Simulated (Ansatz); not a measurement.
Geometry optimisation, RHF/def2-SVP (Ansatz 0.2.0).

input.yaml

```yaml
crystal:
  periodic: [false, false, false]
  atoms:
    - { symbol: Ti, position_ang: [0.4333, -0.310523, -0.45093] }
    - { symbol: O, position_ang: [-0.71331, -0.671912, 2.41292] }
    - { symbol: H, position_ang: [-0.931524, 0.003288, 3.041697] }
    - { symbol: F, position_ang: [1.208422, -0.176102, -1.964569] }
    - { symbol: F, position_ang: [0.138422, 1.297909, 0.050409] }
    - { symbol: F, position_ang: [-1.011528, -1.163341, -0.758931] }
    - { symbol: Cl, position_ang: [1.950973, -1.435429, 0.908594] }
    - { symbol: H, position_ang: [0.136844, -1.04349, 2.69351] }
basis:
  gaussian: { orbitals: def2-SVP }
hamiltonian:
  xc: hf
relax:
  f_tol: 0.03
  max_steps: 50
```

Launched with:

```bash
$ ansatz run input.yaml --threads 2 --pin off --max-ram 3072MiB --backend cpu --events-out ev --progress --plain --runs-dir out
```

Where does it end, and by what steps?

It converged. After 11 steps the energy has fallen by 0.497 eV; H3 moved furthest, 0.66 Å. Joined: Ti1–O2 (3.11 → 2.27 Å).

```
step  energy less start (eV)  largest force component (eV/Å)  accepted
   0                  0.0000                           1.179       yes
   1                 -0.1270                           1.732       yes
   2                 -0.2658                           1.730       yes
   3                 -0.4079                           1.658       yes
   4                 -0.4445                           1.581       yes
   5                 -0.4864                           0.429       yes
   6                 -0.4917                           0.132       yes
   7                 -0.4941                           0.069       yes
   8                 -0.4953                           0.047       yes
   9                 -0.4956                           0.188       yes
  10                 -0.4962                           0.061       yes
  11                 -0.4965                           0.018       yes
```

```xyz
8
Properties=species:S:1:pos:R:3
Ti 0.358 -0.372 -0.099
O -0.470 -0.577 2.004
H -0.759 0.216 2.439
F 1.031 -0.090 -1.652
F 0.036 1.280 0.338
F -1.016 -1.310 -0.538
Cl 2.078 -1.508 0.802
H -0.046 -1.140 2.639
```

Whether the end is a true minimum wasn't checked by a vibrational analysis.

Time of the run: 14 s on 2 threads of AMD EPYC 9R45 96-Core Processor (Zen 5), with other jobs on the host, peak memory 0.29 GiB.
